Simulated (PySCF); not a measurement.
[VSe2]+, singlet: computed properties

Level of theory: PySCF, B3LYP, basis V def2-SVP, Se def2-SVP (no relativity, density fitting).

The structure is a minimum.

```xyz
3
charge 1 multiplicity 1, angstrom
V     0.0000    0.0000   -0.9510
Se    1.7165    0.0000    0.3033
Se   -1.7165    0.0000    0.3033
```

```json
{
  "Point group": "C2v",
  "Bond lengths": "V–Se 2.126 Å (×2)",
  "Bond angles": "Se–V–Se 107.7°",
  "Lowest empty level": "-9.86 eV",
  "Heat capacity Cp at 298.15 K": "52.5 J/(mol K)",
  "Entropy at 298.15 K and 1 bar": "305.1 J/(mol K)",
  "Rotational constants": "0.2774, 0.0358, 0.03171 cm⁻¹",
  "Dipole moment about the centre of mass": "4.66 D",
  "Highest occupied level": "-11.99 eV",
  "Zero-point energy": "6.3 kJ/mol",
  "Rotational symmetry number": "2",
  "Enthalpy at 298.15 K above 0 K": "12.99 kJ/mol",
  "Principal polarisabilities": "33.3, 44.6, 114.9 bohr³",
  "Principal quadrupole moments (Buckingham, traceless) about the centre of mass": "-4.40, 0.38, 4.03 D Å"
}
```

Harmonic modes (masses in u: V 50.944, Se 79.917):
```
symmetry  ω (cm⁻¹)  IR (km/mol)
      a1       144          0.3
      a1       435          5.8
      b2       479         44.6
```

In C2v the vibrations span 2a1 + b2. Here b1 is antisymmetric to the molecular plane and b2 lies in it.

Charges (e):
```tsv
atom	Mulliken	Löwdin	polar tensor	Mayer order to V1
V1	0.71	0.32	1.10	–
Se2,3	0.15	0.34	-0.05	2.55
```

Mulliken populations on V1: s 6.28, p 12.39, d 3.61, f 0.01.

Outer orbital energies (eV). occupied: -23.77, -23.38, -14.07, -14.04, -13.79, -13.54, -13.40, -11.99; empty: -9.86, -9.78, -9.09, -9.00.

Formally V is in oxidation state +5, d0. A d0 centre has no lone pair, yet it is C2v rather than linear: covalent bonding through the d orbitals favours lower symmetry. The polar-tensor charge on V, 1.10, is far below the formal one.

This need not be the most stable arrangement of these atoms.

The final relaxation and frequency run took 84 s on 2 threads of a shared Intel Xeon @ 2.50GHz (Skylake/Cascade Lake) host, with 95 basis functions and 9 gradients; the process peaked at 0.97 GiB. Launch command: `OMP_NUM_THREADS=2 python axn.py task.json out`.
